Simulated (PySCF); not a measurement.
B3LYP has the VWN-RPA correlation part, as in Gaussian. 

Z-matrix (Å, degrees):
```
O
H 1 0.9734
C 1 1.4486 2 113.45
H 3 1.0953 1 105.49 2 174.47
H 3 1.0968 4 110.61 1 116.43
H 3 1.0974 4 110.39 5 124.86
B 1 1.6292 2 107.58 3 -136.62
Cl 7 1.8161 1 104.55 2 -159.11
Cl 7 1.8280 1 100.84 2 -38.59
Cl 7 1.8328 1 105.86 2 79.90
```
Charge 0, multiplicity 1.

Give the dipole moment, total energy and HOMO at the level B3LYP-D3(BJ)/def2-TZVP // B3LYP-D3(BJ)/def2-SVP (PySCF).


| Item | Result |
|---|---|
| dipole moment | 5.70 D |
| total energy | -1521.4728 Ha |
| HOMO | -7.86 eV |
